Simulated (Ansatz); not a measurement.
Consider the cleavage of the B–Si bond: `C=CB[SiH2][SiH3]` + HI → `C=CBI` + `[SiH3][SiH3]`.

Gas-phase electronic energies from Ansatz, PBE0-D4/def2-TZVP geometries. CBS: MP2 limit from def2 TZ/QZ plus the TZ coupled-cluster correction, frozen cores. Functionals use def2-TZVPP. B3LYP here is the variant with VWN-RPA as its local correlation; programs differ in this. def2 core potentials past Kr. For I outer-core shells are correlated without core-valence functions, which leaves a few kJ/mol of doubt a bond. One conformer a species, not always the lowest.

`C=CB[SiH2][SiH3]`:

Cartesian coordinates in Å:
```
C -1.648 1.987 1.465
C -1.039 0.813 1.251
B -0.992 0.202 -0.156
Si -0.026 -1.496 -0.590
Si 2.165 -0.849 -1.142
H -2.112 2.527 0.644
H -1.711 2.449 2.447
H -0.592 0.314 2.109
H -1.501 0.827 -1.046
H -0.581 -2.234 -1.759
H 0.080 -2.443 0.559
H 2.156 0.093 -2.294
H 2.802 -0.162 0.015
H 2.998 -2.028 -1.504
```

HI:

Cartesian coordinates in Å:
```
I 0.442 -0.364 0.566
H -0.442 0.364 -0.566
```

`C=CBI`:

Cartesian coordinates in Å:
```
C -0.602 1.114 0.446
C -0.509 -0.109 -0.092
B 0.863 -0.755 -0.264
I 1.063 -2.690 -1.109
H 0.286 1.654 0.761
H -1.553 1.619 0.590
H -1.421 -0.618 -0.395
H 1.874 -0.215 0.062
```

`[SiH3][SiH3]`:

Z-matrix (Å, degrees):
```
Si
Si 1 2.338
H 1 1.488 2 110.3
H 1 1.488 2 110.3 3 120.0
H 1 1.488 2 110.3 3 -120.0
H 2 1.488 1 110.3 3 59.9
H 2 1.488 1 110.3 3 179.9
H 2 1.488 1 110.3 3 -60.1
```

Task: Is it downhill or uphill in electronic energy at CCSD(T)/CBS, and by how much? (An estimate is asked.)

Result: The calculation gave: Downhill: ΔE = -93.1 kJ/mol.

Task: What do these levels give: B3LYP-D4, ωB97X-V, r2SCAN, HF/def2-TZVPP, MP2/CBS(def2), CCSD/CBS(def2)? (Best estimate.)

Result: Computed: B3LYP-D4 -87.0, ωB97X-V -87.3, r2SCAN -89.7, HF/def2-TZVPP -98.4, MP2/CBS(def2) -104.2, CCSD/CBS(def2) -92.5 kJ/mol.

Largest T1 diagnostic among the species: 0.013.
